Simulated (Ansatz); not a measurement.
The same atomization along the group F, Cl, Br, I.

Gas-phase electronic energies from Ansatz, PBE0-D4/def2-TZVP geometries. CCSD(T)/CBS adds triple-zeta CCSD(T) − MP2 to the extrapolated MP2 energy (def2 sets, frozen cores). This one scheme is used for every species, atoms too. For atomizations the MP2-based limit and the directly extrapolated one differ by several kJ/mol either way, and by 10 to 25 for some Ge, Se and Sn compounds, so smaller differences from it don't rank the levels. Functionals use def2-TZVPP. B3LYP here is the variant with VWN-RPA as its local correlation; programs differ in this. No spin–orbit coupling; open shells (•) take unrestricted orbitals. Spin–orbit coupling would lower the free atoms: a little for C, Cl, F, O; clearly for Br; strongly for I. Elements past krypton have def2 core potentials. For Br, I outer-core shells are correlated without core-valence functions, so the limit isn't a true one: a few kJ/mol of doubt a bond, and 10 to 20 or more in all where bonds break to atoms. Scalar relativity is left out up to krypton.

```json
{"reaction": "`CC1(F)CO1` → F• + 3 C• + 5 H• + O•", "CCSD(T)/CBS(def2) (kJ/mol)": "4038"}
{"reaction": "`CC1(Cl)CO1` → Cl• + 3 C• + 5 H• + O•", "CCSD(T)/CBS(def2) (kJ/mol)": "3895"}
{"reaction": "`CC1(Br)CO1` → Br• + 3 C• + 5 H• + O•", "CCSD(T)/CBS(def2) (kJ/mol)": "3850"}
{"reaction": "`CC1(I)CO1` → I• + 3 C• + 5 H• + O•", "CCSD(T)/CBS(def2) (kJ/mol)": "?"}
```

Fill in the missing values. (An estimate is asked.)

The calculation gave: `CC1(I)CO1` → I• + 3 C• + 5 H• + O•: +3799.3 kJ/mol.

Largest T1 diagnostic: 0.011, for `CC1(F)CO1`.
